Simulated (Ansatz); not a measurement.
The cluster MgBr₂⁻. Total charge -1; doublet. Geometry r2SCAN-D4/def2-TZVPD; atoms count from 1.

```xyz
3

Mg    0.536    0.304    0.594
Br   -0.917   -1.656    1.058
Br    0.381    1.352   -1.652
```

The structure comes from a short search, and lower isomers may exist.

**Question.** Estimate the Mulliken populations from the PBE0/def2-TZVPD orbitals of Ansatz.

**Answer.** 
```
atom  charge (e)  spin (α − β)
 Mg1        0.07          1.08
 Br2       -0.53         -0.04
 Br3       -0.53         -0.04
```
Mulliken values depend strongly on the basis. With diffuse functions, as here, like atoms can get unlike values, and bond orders can come out too low or too high.

**Question.** Where does the spin sit?

**Answer.** Summed by element: Mg 1.08, Br -0.08, of 1 unpaired in all. Largest on single atoms: Mg1 1.08, Br2 -0.04, Br3 -0.04.

**Question.** And the Mayer bond orders between heavy atoms (over 0.3)?

**Answer.** Mg1–Br2 0.40 (2.48 Å); Mg1–Br3 0.40 (2.48 Å).
